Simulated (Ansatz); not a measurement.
Which is lower?

Two relaxed structures of C2H4Ge, closed shell (PBE0-D4/def2-TZVP; forces vanish, vibrations not checked).

A:

| atom | x (Å) | y (Å) | z (Å) |
| --- | --- | --- | --- |
| C1 | -0.8245 | -0.5572 | -0.2715 |
| C2 | 0.0662 | 0.0572 | -1.0277 |
| Ge3 | 0.4786 | 0.3155 | 0.8200 |
| H4 | -1.7135 | -1.1596 | -0.4161 |
| H5 | 0.2531 | 0.1969 | -2.0859 |
| H6 | 0.1434 | 1.6425 | 1.5034 |
| H7 | 1.5966 | -0.4954 | 1.4778 |

B:

```xyz
7
angstrom
C -1.1160 -1.0021 -0.4433
C -0.3739 0.1096 -0.4208
Ge 0.4562 0.6127 1.2880
H -1.6172 -1.3624 -1.3397
H -0.2661 0.6798 -1.3412
H 1.1568 1.9337 0.7229
H -1.2530 -1.6055 0.4523
```

Program: Ansatz 0.2.0. Basis: def2-TZVPP. Cores are frozen in the correlated methods. Filled d shells of the heavier atoms are correlated. The def2 sets are not built for correlating such inner shells, so the correlated values are less sure here. B3LYP uses VWN-RPA correlation.

Which structure is lower at CCSD(T), and by how much? (An estimate is asked for; the value comes from the calculation.)

The calculation gives: B, by 59.6 kJ/mol (electronic energy, against the other). By their contacts, A is C₂H₄Ge ([CH]1[CH][GeH2]1) and B is C₂H₄Ge ([CH2][CH][GeH]).

All methods give the same order:

```
   method  E(B) − E(A) (kJ/mol)
   PBE-D4                 -66.0
r2SCAN-D4                 -55.3
  PBE0-D4                 -63.0
 B3LYP-D4                 -88.3
  wB97M-V                 -72.6
       HF                 -95.9
      MP2                 -46.3
     CCSD                 -65.5
  CCSD(T)                 -59.6
```

The T1 diagnostic stays at or below 0.013. The restricted Hartree–Fock reference is unstable towards an unrestricted one at one or more of these structures.

Labels in which every atom is bracketed show which atoms are joined, not bond orders.

For scale, one of the runs: CCSD(T)/def2-TZVPP, 166 basis functions, launched by `ansatz run in.yaml --threads 2 --pin off --events-out ev --progress --plain --max-ram 4352MiB`. Hardware: 2 CPU threads of an Arm Neoverse V1, shared host. Wall time 39 s; peak host memory 1.3 GiB.
